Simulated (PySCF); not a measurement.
From r²SCAN to CCSD(T): MPb along the fourth-period p block

r²SCAN and CCSD(T) in PySCF with def2-SVP on every atom (core potentials on Pb), for the lowest determinant that a PBE0 search found; no spin–orbit coupling.

| molecule | state (unpaired electrons) | r²SCAN Re (Å) | r²SCAN ωe (cm⁻¹) | r²SCAN De (eV) | CCSD(T) Re (Å) | CCSD(T) ωe (cm⁻¹) | CCSD(T) De (eV) |
| --- | --- | --- | --- | --- | --- | --- | --- |
| GaPb | quartet (σ ↑, π ↑↑) | 2.718 | 166 | 2.19 | 2.745 | 165 | 1.79 |
| GePb | triplet (π ↑↑) | 2.656 | 209 | 2.53 | 2.680 | 203 | 1.99 |
| PbSe | singlet (closed shell) | 2.432 | 288 | 4.32 | 2.458 | 274 | 3.82 |
| PbBr | doublet (π ↑) | 2.638 | 214 | 3.46 | ? | ? | ? |

Q: Estimate the CCSD(T) values of PbBr by adding the mean shift from r²SCAN to CCSD(T) of the other rows, and compare with the calculation.

A: The mean shifts are +2.6 pm, -7 cm⁻¹ and -0.48 eV, which give 2.664 Å, 207 cm⁻¹ and 2.98 eV. CCSD(T)/def2-SVP gives Re = 2.652 Å, ωe = 213 cm⁻¹, De = 2.94 eV.

Q: What are the mean differences of r²SCAN from CCSD(T) over the whole series?

A: Re -2.3 pm, ωe +6 cm⁻¹, De +0.49 eV.

In a basis of this size CCSD(T) is itself not converged; it tends to give bonds that are too long and too weak.

Correlated steps freeze 13 core orbitals. Correlated levels converge slowly with the basis: in double zeta they bind strong bonds too weakly, by up to about 1 eV, and carry superposition errors of some tenths. Spin–orbit coupling is left out, which matters for elements this heavy, above all for dissociation energies. Where the molecule has an RHF reference, its open-shell atoms are computed with UHF. The CCSD T1 diagnostic is raised in PbSe, a sign that a single reference may not be enough there. States were picked by a PBE0 search and need not be the measured ground states.
